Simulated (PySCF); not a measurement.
2-fluoro-2-methylpropane (C4H9F), SMILES CC(C)(C)F. Geometry optimised at PBE-D3(BJ)/def2-SVP.

All values below come from PBE-D3(BJ)/def2-SVP run with PySCF 2.14.0.

Harmonic wavenumbers (cm⁻¹): 190, 250, 250, 326, 326, 396, 449, 449, 749, 885, 889, 889, 916, 999, 999, 1182, 1232, 1232, 1334, 1334, 1350, 1386, 1403, 1403, 1418, 1418, 1441, 2977, 2977, 2983, 3073, 3073, 3075, 3078, 3078, 3080. Rotational constants (GHz): 4.667, 4.667, 4.474; symmetry number 3.

Q: Work out the zero-point energy and the ideal-gas rigid-rotor harmonic-oscillator thermochemistry at 298.15 K and 1 atm.

A: ZPE = ½ Σ hcν = ½ × 52485 cm⁻¹ = 75.03 kcal/mol. H − E(el) = 79.71 kcal/mol. Entropy in cal/(mol K): translation 38.90, rotation 23.42, vibration 12.13, total 74.46. G − E(el) = 57.51 kcal/mol. Cp = 25.90 cal/(mol K).
